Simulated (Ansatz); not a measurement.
`C[SiH](C)[SiH2]F` + `[OH][AlH2]` → `C[O][AlH2]` + `C[SiH2][SiH2]F`  (substitution at a C–Si bond)

Program: Ansatz. Geometries: PBE0-D4/def2-TZVP. ΔE: electronic, gas phase. CBS: MP2 limit from def2 TZ/QZ plus the TZ coupled-cluster correction, frozen cores. This one scheme is used for every species. Functionals use def2-TZVPP. B3LYP here is the variant with VWN-RPA as its local correlation; programs differ in this. Each species was taken in one conformer, which may not be the lowest.

```json
{"level": "ωB97M-V", "ΔE (kJ/mol)": "100.3", "difference from CCSD(T)/CBS": "-2.7"}
{"level": "revPBE", "ΔE (kJ/mol)": "93.5", "difference from CCSD(T)/CBS": "-9.5"}
{"level": "BLYP", "ΔE (kJ/mol)": "86.6", "difference from CCSD(T)/CBS": "-16.4"}
{"level": "PBE0", "ΔE (kJ/mol)": "96.8", "difference from CCSD(T)/CBS": "-6.2"}
{"level": "B3LYP", "ΔE (kJ/mol)": "89.1", "difference from CCSD(T)/CBS": "-13.9"}
{"level": "r2SCANh", "ΔE (kJ/mol)": "99.7", "difference from CCSD(T)/CBS": "-3.3"}
{"level": "HF/def2-SVP", "ΔE (kJ/mol)": "68.7", "difference from CCSD(T)/CBS": "-34.3"}
{"level": "MP2/def2-TZVPP", "ΔE (kJ/mol)": "107.3", "difference from CCSD(T)/CBS": "4.3"}
{"level": "CCSD(T)/def2-TZVPP", "ΔE (kJ/mol)": "99.0", "difference from CCSD(T)/CBS": "-4.0"}
{"level": "HF/def2-QZVPP", "ΔE (kJ/mol)": "81.2", "difference from CCSD(T)/CBS": "-21.8"}
{"level": "CCSD(T)/CBS", "ΔE (kJ/mol)": "103.0", "difference from CCSD(T)/CBS": "0"}
```

Largest T1 diagnostic among the species: 0.012.

In def2-TZVPP, CCSD(T) changes the Hartree–Fock value by +17.4 kJ/mol (the triples alone add +1.7 kJ/mol) and MP2 by +25.8 kJ/mol. The D4 term adds +4.6 kJ/mol with B3LYP and +2.8 kJ/mol with PBE0; it sums over pairs of atoms, weighted by their polarisabilities, and B3LYP, whose exchange is more repulsive, gets the larger term.
